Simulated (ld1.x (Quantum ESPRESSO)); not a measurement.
**Building the ultrasoft potential for Cr (LDA (PZ), scalar-relativistic).**

```
Element                 : chromium
Generator               : ld1.x (Quantum ESPRESSO) 7.5
Type                    : ultrasoft
Functional              : LDA (PZ)
Relativity              : scalar-relativistic
Frozen core             : [Ne] 3s2
Valence charge          : 12
Reference configuration : 3p6 3d5 4s1 4p0
Partial waves           : 4s (bound): rcut 2.45, rcutus 2.70 bohr; 4s channel at 1 Ry: rcut 2.45, rcutus 2.70 bohr; 3p (bound): rcut 1.40, rcutus 1.85 bohr; 4p (bound, empty): rcut 1.40, rcutus 1.85 bohr; 3d (bound): rcut 1.50, rcutus 2.00 bohr; 3d channel at 0.5 Ry: rcut 1.50, rcutus 2.00 bohr
Local potential         : all-electron potential smoothed inside 2.00 bohr (lloc = -1)
Core correction         : a·sin(br)/r model core inside 1.70 bohr
Augmentation charge     : built from norm-conserving waves at rcut, not smoothed further
```

All-electron outer shells of the reference configuration (LDA (PZ), scalar-relativistic, ld1.x):

```
shell  level (eV)  outermost node (bohr)  outermost maximum (bohr)
   2p     -560.31                      –                      0.20
   3s      -73.56                   0.36                      0.78
   3p      -45.35                   0.33                      0.80
   4s       -4.20                   1.12                      2.74
   3d       -3.13                      –                      0.84
   4p       -1.08                   1.25                      3.85
```

**Question.** Does the generator finish with these settings?

**Answer.** Yes, a potential is produced.

**Question.** Is the overlap operator S = 1 + Σ q|β⟩⟨β| positive definite (Bessel basis up to 400 Ry)?

**Answer.** Yes: its lowest eigenvalue is 0.11 (p channel).

Its largest configuration-test error is -703 meV (3p6 3d4 4s1 4p1). 3 of 9 tests not solved or not reliable. Not counted: 3p6 3d4 4s0 4p0 (solver errors, printed error -1102 eV); 3p6 3d3 4s0 4p0 (solver errors, printed error -939 eV); 3p6 3d2 4s0 4p0 (solver errors, printed error -773 eV).

A Bessel basis up to 400 Ry misses an occupied level by 0.46 Ry, so cutoffs and ghosts were not judged.
